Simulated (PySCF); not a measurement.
An unknown is described by computed data only.

Formula: C7H9FO2SSi.

| Item | Value |
| --- | --- |
| NMR, other nuclei | isotropic shieldings of nuclei other than C and H, by class: 316 (2 O), 448 (1 F), 413 (1 Si), 298 (1 S) ppm [GIAO HF/pcSseg-1] |
| UV, first state | lowest singlet excitation: 5.52 eV (225 nm, f = 0.106) [TDDFT PBE0/def2-SVPD] |
| Rotational structure | rotational constants A, B, C: 1.108, 0.627, 0.445 GHz [PBE0-D3(BJ)/def2-SVP] |
| 13C NMR | chemical shifts (computed TMS as zero) by class: 155.4 (1 C), 152.2 (1 C), 139.7 (1 C), 127.0 (1 C), 76.8 (1 C), 59.2 (2 C) ppm [GIAO HF/pcSseg-1] |
| Triplet | lowest triplet excitation (Tamm–Dancoff): 3.69 eV [TDA PBE0/def2-SVPD] |
| 1H NMR | chemical shifts (computed TMS as zero) by class: 7.79 (1 H), 6.85 (1 H), 5.47 (2 H), 4.77 (1 H), 3.67 (2 H), 3.59 (2 H) ppm [GIAO HF/pcSseg-1] |
| UV, strongest line | among the 10 lowest singlet transitions: S2 at 5.57 eV (223 nm, f = 0.135) [TDDFT PBE0/def2-SVPD] |
| Polarisability | 126.5 au [PBE0/def2-SVPD] |

Gas-phase values; electronic properties from PySCF, density fitting. Levels stand in brackets. The structure is a single PBE0-D3(BJ)/def2-SVP conformer in the gas phase; no vibrational or solvent corrections. NMR classes are plain means over equivalent atoms (diastereotopic ones count apart unless rotation or inversion swaps them), as if these changed places fast.

Question: Give a SMILES that accounts for the data.

Answer: Numbering: `[F:1][CH2:2][c:3]1[cH:4][cH:5][s:6][c:7]1[SiH:8]1[O:9][CH2:10][CH2:11][O:12]1`. Its formula, C7H9FO2SSi, gives 4 degrees of unsaturation: 2 rings and 2 π bonds in the structure found (Kekulé form). 7 carbons fall into 6 classes; from least to most shielded: substituted aromatic carbon [C3] (155.4 ppm), aromatic CH next to a ring sulfur [C5] (152.2 ppm), substituted aromatic carbon [C7] (139.7 ppm), aromatic CH carbon [C4] (127.0 ppm), sp3 C–F carbon [C2] (76.8 ppm), ring sp3 carbon bound to oxygen [C10/C11] (59.2 ppm, 2 C). Hydrogen classes from least to most shielded: 1 H on an aromatic CH next to a ring sulfur, C5 (7.79 ppm), 1 H on an aromatic CH carbon, C4 (6.85 ppm), 2 H on an sp3 C–F carbon, C2 (5.47 ppm), 1 H on an oxygen-bound silicon, Si8 (4.77 ppm), 2 H on 2 like atoms (sp3 carbon bound to oxygen), C10/C11 (3.67 ppm), 2 H on 2 like atoms (sp3 carbon bound to oxygen), C10/C11 (3.59 ppm). The other shieldings belong to: 316 ppm, silyl ether oxygen [O9/O12]; 448 ppm, alkyl fluorine [F1]; 413 ppm, oxygen-bound silicon [Si8]; 298 ppm, thiophene-type sulfur [S6]. The optimised geometry has point group C1 and is an asymmetric top. Structure: `FCc1ccsc1[SiH]1OCCO1`. The assignments are read from this structure; whether some other isomer fits the data as well wasn't checked.
